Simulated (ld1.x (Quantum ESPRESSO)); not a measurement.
What one change does to a pseudopotential (iodine (I), TM)

ld1.x (Quantum ESPRESSO) 7.5 input, shortened:

```
&input
   title='I', zed=53., rel=1, dft='PBE', iswitch=3,
   config='[Kr] 4d10 5s2 5p3.5'
 /
 &inputp
   pseudotype=2, tm=.true., lloc=1,
   nlcc=.false.
 /
3
5S  1  0   2.00   0.00  1.55  1.55  0.0
4D  3  2  10.00   0.00  1.20  1.20  0.0
5P  2  1   3.50   0.00  1.90  1.90  0.0
 &test
   configts(1)='4d10 5s2 5p3.5'
 /
```

All-electron outer shells of the reference configuration (PBE, scalar-relativistic, ld1.x):

```tsv
shell	level (eV)	outermost node (bohr)	outermost maximum (bohr)
4p	-142.40	0.37	0.72
4d	-65.06	0.35	0.78
5s	-31.03	0.88	1.68
5p	-19.82	0.96	1.95
```

Change: wave 4d (bound): rc 1.20 bohr becomes 4d (bound): rc 1.74 bohr.

Cutoffs: the cutoffs (Ry, on a coarse ladder) from which the occupation-weighted sum of valence levels, in a spherical-Bessel basis at the reference potential, stays within 10 and 1 mRy of its value at 400 Ry; they do not see the model core or the augmentation charge, which bear on the density cutoff. Errors are all-electron minus pseudo energies relative to the spin-unpolarised reference configuration.

Task: How do hardness, ghosts and transferability respond?

Result: The potential gets softer (120 Ry and 200 Ry → 90 Ry and 160 Ry); of the 7 tests that both files solve, the error grows in 0 and shrinks in 1 by more than 15 % and 0.3 meV (median size 3.6 → 3.6 meV); neither file shows a bound ghost. A larger radius leaves more room for a smooth pseudo-wave, so fewer plane waves are needed.

```tsv
quantity	base	changed
cutoff, loose	120 Ry	90 Ry
cutoff, tight	200 Ry	160 Ry
loose cutoff by channel (10 mRy a level)	s 30 Ry, d 100 Ry, p 15 Ry	s 30 Ry, d 70 Ry, p 15 Ry
bound ghosts	none	none
error for 4d10 5s2 5p5, meV [ΔE -19.91 eV]	+13	+13
error for 4d10 5s2 5p4, meV [ΔE -8.78 eV]	+3.6	+3.6
error for 4d10 5s2 5p3, meV [ΔE 11.06 eV]	-1.5	-1.4
error for 4d9 5s2 5p6, meV [ΔE 25.95 eV]	-593	-433
error for 4d10 5s1 5p6, meV [ΔE -9.50 eV]	+1.1	+1.0
error for 4d10 5s1 5p5, meV [ΔE 2.20 eV]	-2.9	-3.1
error for 4d10 5s2 5p4.5, meV [ΔE -15.38 eV]	+8.4	+8.4
s: phases at 2.06 bohr within 0.05 rad from the reference energy up to (Ry; the scan ends near 5)	0.7	0.7
p: phases at 2.06 bohr within 0.05 rad from the reference energy up to (Ry; the scan ends near 5)	3.9	3.9
d: phases at 2.06 bohr within 0.05 rad from the reference energy up to (Ry; the scan ends near 5)	-1.7	-1.8
```
